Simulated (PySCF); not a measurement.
A run for PySCF: D3(BJ) and D4 dispersion corrections on H5NSeSi (SMILES N[Se][SiH3]), a point of a torsion scan.

```python
from pyscf import gto
from pyscf.dispersion import dftd3, dftd4

mol = gto.M(
    atom='''
    N     1.71257564   -0.13098986   -0.04705506
    Se    0.45496312   -0.10342525    1.36942344
    Si   -0.40278098   -2.17906595    1.03406832
    H     2.48648241    0.46352819    0.24773757
    H     2.10207096   -1.07267058   -0.09473081
    H    -1.09767936   -2.26299558   -0.24734200
    H     0.72065009   -3.11960527    1.04720109
    H    -1.28856898   -2.37272846    2.17194639
    ''',
    basis='def2-svp',
    charge=0, spin=0, verbose=0, max_memory=1800)
d3, d4 = {}, {}
for xc in ['hf', 'pbe', 'blyp', 'revpbe', 'tpss', 'r2scan', 'b3lyp', 'pbe0', 'bhlyp', 'camb3lyp', 'b2plyp']:
    d3[xc] = float(dftd3.DFTD3Dispersion(mol, xc=xc, version='d3bj', atm=False).get_dispersion()['energy'])
    print(f'D3(BJ) {xc:10s} {d3[xc]:14.8f} Eh')
for xc in ['hf', 'pbe', 'blyp', 'revpbe', 'tpss', 'r2scan', 'b3lyp', 'pbe0', 'bhlyp', 'camb3lyp', 'b2plyp']:
    d4[xc] = float(dftd4.DFTD4Dispersion(mol, xc={'camb3lyp': 'cam-b3lyp'}.get(xc, xc), atm=True).get_dispersion()['energy'])
    print(f'D4     {xc:10s} {d4[xc]:14.8f} Eh')
```

The log:

```
D3(BJ) hf            -0.05210309 Eh
D3(BJ) pbe           -0.00624884 Eh
D3(BJ) blyp          -0.01411119 Eh
D3(BJ) revpbe        -0.01531106 Eh
D3(BJ) tpss          -0.00809223 Eh
D3(BJ) r2scan        -0.00169418 Eh
D3(BJ) b3lyp         -0.01169058 Eh
D3(BJ) pbe0          -0.00560233 Eh
D3(BJ) bhlyp         -0.00985995 Eh
D3(BJ) camb3lyp      -0.00541108 Eh
D3(BJ) b2plyp        -0.00581205 Eh
D4     hf            -0.02079667 Eh
D4     pbe           -0.00601597 Eh
D4     blyp          -0.01321897 Eh
D4     revpbe        -0.01717818 Eh
D4     tpss          -0.00810100 Eh
D4     r2scan        -0.00136020 Eh
D4     b3lyp         -0.00984833 Eh
D4     pbe0          -0.00506699 Eh
D4     bhlyp         -0.00811936 Eh
D4     camb3lyp      -0.00518997 Eh
D4     b2plyp        -0.00415746 Eh
```

The run finished.

Cost: about 0.020 core-seconds (a rough figure).
